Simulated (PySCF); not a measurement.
Vertical excitations of a molecule C3H8AlCl from TDDFT-PBE/def2-SVPD (PySCF 2.14.0), as energy in eV (oscillator strength): 4.70 (0.000), 5.83 (0.002), 6.01 (0.045), 6.04 (0.058), 6.29 (0.048), 6.29 (0.007), 6.48 (0.008), 6.59 (0.003), 6.97 (0.013), 7.06 (0.018). Lowest triplet (TDA): 4.41 eV. Geometry optimised at B3LYP-D3(BJ)/def2-SVP. The values are those of a single conformer.

### Question
Pick the molecule that these values belong to.
(A) CC[CH2][AlH][Cl]
(B) C[CH](C)[AlH][Cl]
(C) C[CH2][Al]([CH3])[Cl]

### Answer
A, CC[CH2][AlH][Cl]
